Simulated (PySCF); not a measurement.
**An isoelectronic set: 62 electrons**

PBE0 in PySCF with def2-SVPD on every atom (core potentials on Cd, Te), for the lowest determinant that a PBE0 search found; no spin–orbit coupling. All have 62 electrons, 6 of them in the valence shells, and the same state, a triplet (π ↑↑). For ions De leads to the atom and ion picked by measured ionisation energies and electron affinities.

```json
{"species": "AlCd⁻", "difference of nuclear charges": "35", "Re (Å)": "2.681", "ωe (cm⁻¹)": "197", "k (mdyn/Å)": "0.499", "De (eV)": "n/a", "dissociates to": "Al⁻ + Cd"}
{"species": "CdSi", "difference of nuclear charges": "34", "Re (Å)": "2.576", "ωe (cm⁻¹)": "225", "k (mdyn/Å)": "0.668", "De (eV)": "0.81", "dissociates to": "Cd + Si"}
{"species": "CdP⁺", "difference of nuclear charges": "33", "Re (Å)": "2.501", "ωe (cm⁻¹)": "265", "k (mdyn/Å)": "1.01", "De (eV)": "1.74", "dissociates to": "Cd⁺ + P"}
{"species": "NaTe⁺", "difference of nuclear charges": "41", "Re (Å)": "3.152", "ωe (cm⁻¹)": "143", "k (mdyn/Å)": "0.234", "De (eV)": "0.72", "dissociates to": "Na⁺ + Te"}
```

Which member of the whole set has the stiffest bond, and how does it compare with the softest?

CdP⁺ with k = 1.01 mdyn/Å, 4.3 times that of NaTe⁺.

Spin–orbit coupling is left out, which matters for elements this heavy, above all for dissociation energies. For an ion De counts to the pair picked by the measured ionisation energies or electron affinities, which need not be the lowest pair at this level. The highest Kohn–Sham level is positive in this anion. Much of that is self-interaction error, but it also means that the finite basis helps to hold the extra electron. States were picked by a PBE0 search and need not be the measured ground states.
